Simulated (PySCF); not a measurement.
SnHF2Cl, SMILES [F][SnH]([F])[Cl]. Geometry optimised at r2SCAN-D4/def2-SVP. The def2 effective core potentials stand for the cores of Sn; spin–orbit coupling is left out.

Question: Give the equilibrium geometry at r2SCAN-D4/def2-SVP (PySCF confirms it by a frequency run) as a Z-matrix, and its point group. (An estimate is asked for; the answer gives what the named calculation found.)

Answer: point group Cs.
```
Sn
F 1 1.9233
F 1 1.9233 2 103.83
H 1 1.6963 2 111.36 3 119.94
Cl 1 2.3219 4 115.66 3 122.31
```
Charge 0, spin multiplicity 1.
